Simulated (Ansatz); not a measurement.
Ansatz results at the PBE0-D4/def2-TZVP geometry: LUMO energy (B3LYP/def2-TZVPP) 0.39 eV; HOMO–LUMO gap (ωB97M-V/def2-TZVPP) 12.28 eV; HOMO energy (ωB97M-V/def2-TZVPP) -10.12 eV.

Each molecule was computed in one conformer, which needn't be the lowest.

Q: Which molecule gave them?
A. `C#CC=[Se]`
B. `C=C=C[SiH2]C`
C. `NC(N)(O)F`
D. `C[CH]1N=[CH][Zn]1`

A: C. The others give `C=C=C[SiH2]C`: -0.28, 11.64, -9.63; `C[CH]1N=[CH][Zn]1`: -1.94, 7.90, -7.99; `C#CC=[Se]`: -3.42, 7.46, -8.73.

B3LYP here is the variant with VWN-RPA as its local correlation; programs differ in this.
